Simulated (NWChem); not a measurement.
# CH$_{3}$F$_{2}$In; SMILES [CH3][In]([F])[F]

All runs: NWChem. The geometry was optimised at PBE0/def2-SVP. def2 effective core potentials on In; no spin-orbit coupling. B3LYP is NWChem's, with the RPA form of VWN correlation. Field at 589 nm.

For level B3LYP/def2-SVPD (core potentials):

```
Item                              Result
--------------------------------  ------
isotropic polarisability (bohr³)    47.9
anisotropy (bohr³)                  21.6
```

Q: How do the values read with level B3LYP/def2-SVP (core potentials) instead?

A: The isotropic polarisability (bohr³) is 39.5. The anisotropy (bohr³) is 18.9.
